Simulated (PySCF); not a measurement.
Method: PBE0-D4/def2-TZVP // PBE0-D4/def2-SVP run with PySCF. Isolated molecules, 0 K electronic values unless said otherwise. One relaxed conformer stands for a flexible species; it need not be the lowest. Delta-SCF ions had no search for a lower state. 

Reference species (SMILES): `C[O][Sn]([O]C)([O]C)[O]C` (neutral, multiplicity 1).

The vertical ionisation energy (Delta-SCF) is 9.58 eV and the LUMO is -1.65 eV.

Changed species: `[SiH3][Sn]([SiH3])([SiH3])[SiH3]` (4 of 4 OCH3 replaced by SiH3; the reference has 0 of 4 OCH3 replaced by SiH3).

Problem. Predict the effect on the vertical ionisation energy (Delta-SCF) and LUMO.

Solution. the vertical ionisation energy (Delta-SCF) decreases by 0.46 eV, to 9.12 eV; the LUMO rises by 1.17 eV, to -0.48 eV.
